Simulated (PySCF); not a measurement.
Computed with PySCF with PBE-D3(BJ)/def2-TZVP // B3LYP-D3(BJ)/def2-TZVP. Gas-phase values, no solvent. Excitations are Tamm–Dancoff values on a coarser integration grid. The basis has no diffuse functions, so Rydberg states are missing or too high.

Reference species (SMILES): `[NH2][Al]([NH2])[Br]` (neutral, multiplicity 1).

The S1 oscillator strength comes out as 0.000 and the S1–T1 gap (TDA) is 0.27 eV. The LUMO is -1.01 eV.

Changed species: `[NH2][Al]([NH2])[NH2]` (3 of 3 Br replaced by NH2; the reference has 2 of 3 Br replaced by NH2).

**Question.** What does the change do to the S1 oscillator strength, S1–T1 gap (TDA) and LUMO?

**Answer.** the S1 oscillator strength is nearly the same; the S1–T1 gap (TDA) drops by 0.04 eV, to 0.23 eV; the LUMO rises by 0.51 eV, to -0.50 eV.
